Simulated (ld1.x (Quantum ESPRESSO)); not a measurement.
# An all-electron radial function and its pseudo partner (Ca)

Columns: radius, all-electron u(r) and pseudo u(r) of the 4s shell (level -4.55 eV) of calcium in the configuration [Ar] 3d0 4s1 4p1; LDA (PZ), scalar-relativistic, TM scheme, ld1.x (Quantum ESPRESSO) 7.5.

```json
{"r (bohr)": "0.213", "all-electron": "-0.1468", "pseudo": "-0.0374"}
{"r (bohr)": "0.425", "all-electron": "-0.0167", "pseudo": "-0.0722"}
{"r (bohr)": "0.638", "all-electron": "0.1900", "pseudo": "-0.1027"}
{"r (bohr)": "0.850", "all-electron": "0.2591", "pseudo": "-0.1281"}
{"r (bohr)": "1.062", "all-electron": "0.2090", "pseudo": "-0.1502"}
{"r (bohr)": "1.275", "all-electron": "0.0949", "pseudo": "-0.1734"}
{"r (bohr)": "1.488", "all-electron": "-0.0396", "pseudo": "-0.2037"}
{"r (bohr)": "1.700", "all-electron": "-0.1692", "pseudo": "-0.2472"}
{"r (bohr)": "1.912", "all-electron": "-0.2822", "pseudo": "-0.3070"}
{"r (bohr)": "2.125", "all-electron": "-0.3749", "pseudo": "-0.3784"}
{"r (bohr)": "2.338", "all-electron": "-0.4462", "pseudo": "-0.4462"}
{"r (bohr)": "2.550", "all-electron": "-0.4977", "pseudo": "-0.4977"}
{"r (bohr)": "2.762", "all-electron": "-0.5323", "pseudo": "-0.5323"}
{"r (bohr)": "2.975", "all-electron": "-0.5527", "pseudo": "-0.5527"}
{"r (bohr)": "3.188", "all-electron": "-0.5610", "pseudo": "-0.5610"}
{"r (bohr)": "3.400", "all-electron": "-0.5596", "pseudo": "-0.5596"}
{"r (bohr)": "3.613", "all-electron": "-0.5504", "pseudo": "-0.5504"}
{"r (bohr)": "3.825", "all-electron": "-0.5352", "pseudo": "-0.5352"}
{"r (bohr)": "4.038", "all-electron": "-0.5153", "pseudo": "-0.5153"}
{"r (bohr)": "4.250", "all-electron": "-0.4922", "pseudo": "-0.4922"}
{"r (bohr)": "4.462", "all-electron": "-0.4669", "pseudo": "-0.4669"}
{"r (bohr)": "4.675", "all-electron": "-0.4400", "pseudo": "-0.4400"}
{"r (bohr)": "4.888", "all-electron": "-0.4125", "pseudo": "-0.4125"}
{"r (bohr)": "5.100", "all-electron": "-0.3850", "pseudo": "-0.3850"}
{"r (bohr)": "5.313", "all-electron": "-0.3577", "pseudo": "-0.3577"}
{"r (bohr)": "5.525", "all-electron": "-0.3312", "pseudo": "-0.3312"}
```

Question: How many radial nodes do the two functions have?

Answer: The all-electron 4s function has n − l − 1 = 3 (the table is too coarse to show those close to the nucleus); the pseudo-wave has 0, since the states of the same l below it are removed with the core.

Question: At about which radius was the pseudo-wave matched?

Answer: 2.50 bohr, where the columns begin to agree (steps of 0.21 bohr).

Question: Is the pseudo-wave norm-conserving?

Answer: Yes: the TM scheme keeps the norm inside the radius equal to the all-electron one, which fixes the energy derivative of the logarithmic derivative at the level.
